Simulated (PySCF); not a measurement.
Dissociation curve of IBr, singlet.

Method: CCSD(T) on UHF/def2-SVP, 13 core orbitals frozen, def2 effective core potentials past Kr in PySCF.

Question: Relative to R = 2.54 Å, what are the energies at R = 2.83, 3.68, 4.43, 6.10 Å?

Answer: 0.358 eV at 2.83 Å, 1.566 eV at 3.68 Å, 1.627 eV at 4.43 Å, 1.650 eV at 6.10 Å.

The unrestricted determinant behind UCCSD(T) is spin-contaminated at 2.68 to 7.33 Å (<S²> up to 1.0, against 0.00 for a pure singlet).
